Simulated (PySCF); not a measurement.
Compound: C₆H₆F₃P.
SMILES with atom numbers: `[CH2:1]=[CH:2][C:3]1=[C:4]([CH3:5])[P:6]1[C:7]([F:8])([F:9])[F:10]`

Geometry (GFN2-xTB, Å), atoms numbered from 1 in this order:
```
atom  x, y, z in Å
C1     1.8633   -2.0946    0.1474
C2     1.6428   -0.9021    0.6923
C3     0.7218    0.0313    0.1402
C4     0.0739    1.1774    0.2171
C5    -0.2256    2.4034    0.9589
P6    -0.3326    0.2953   -1.3418
C7    -1.9016   -0.6329   -0.7183
F8    -1.9903   -0.7160    0.6212
F9    -3.0269   -0.0289   -1.1369
F10   -1.9421   -1.8917   -1.1857
H11    1.3438   -2.3980   -0.7477
H12    2.5521   -2.7997    0.5774
H13    2.1484   -0.5839    1.5956
H14    0.4392    2.4989    1.8162
H15   -1.2588    2.3773    1.3079
H16   -0.1147    3.2733    0.3122
```

NICS is the negative of the GIAO shielding at a point without a nucleus: at the ring centre (0) and 1 Å above and below it (1); zz is the component along the ring normal. Level: GIAO PBE0/pcSseg-1 (PySCF, non-relativistic, gas phase) on the GFN2-xTB geometry, one conformer.

Ring bond lengths (Å), with Mayer bond orders in brackets: C3–C4 1.319 (1.52), C4–P6 1.837 (0.91), P6–C3 1.838 (0.88).

Problem. Give the NICS values of each ring in ppm.

Solution. 
```csv
ring,type,NICS(0),"NICS(1), two faces","NICS(1)zz, two faces",rms pucker (Å),"centre to ring atoms, mean (Å)"
C3–C4–P6,"3-membered ring with P; formal bonds 1 double, 2 single",-29.6,-8.4 / -11.2,-20.4 / -22.5,0.00,0.96
```

Problem. What can be read from them?

Solution. 
- C3–C4–P6: mean NICS(1)zz -21.4 ppm, shielded. F8, outside the ring, lies 1.65 Å from a NICS(1) probe. NICS(0) lies 20 ppm below the mean NICS(1).

Problem. What does the geometric index give? HOMA = 1 − mean of α(R − Ropt)² over the ring bonds, with Krygowski's 1993 parameters (CC: Ropt 1.388 Å, α 257.7 Å⁻²; CP: Ropt 1.698 Å, α 118.91 Å⁻²).

Solution. 
- C3–C4–P6: HOMA -0.95; the largest term is that of P6–C3, α(R − Ropt)² = 2.33.

Problem. What field does 14.1 T along the ring normal induce along that normal at the second NICS(1) probe listed for ring C3–C4–P6, 1 Å off the ring?

Solution. NICSzz × B0 = -22.5 ppm × 14.1 T = -317 μT, against the applied field.

Problem. How shielded are the nuclei of the rings and their hydrogens (means over atoms taken as equivalent)?

Solution. 
| atoms | environment | σ isotropic (ppm) |
| --- | --- | --- |
| C3 | fully substituted alkene carbon | 61.9 |
| C4 | fully substituted alkene carbon | 55.1 |
| P6 | phosphine phosphorus | 531.5 |
